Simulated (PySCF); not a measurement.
Input for PySCF:
```python
from pyscf import gto, scf

mol = gto.Mole()
mol.atom = '''
    Ge   -0.000000   -0.000000   -1.108997
    Se    0.000000    0.000000    1.043762
'''
mol.basis = 'pcseg-1'
mol.charge = 0
mol.spin = 0
mol.verbose = 3
mol.build()

mf = scf.RHF(mol)
mf.kernel()
```

Problem. What does this run give for the HOMO-LUMO gap, Mulliken (on the basis functions themselves) charges in atom order, dipole moment, total energy, number of basis functions?

Solution. 
```yaml
HOMO-LUMO gap: 10.06 eV
Mulliken (on the basis functions themselves) charges in atom order: Ge1 0.44, Se2 -0.44
dipole_moment: 2.48 D
total_energy: -4474.6661 Eh
number_of_basis_functions: 54
```
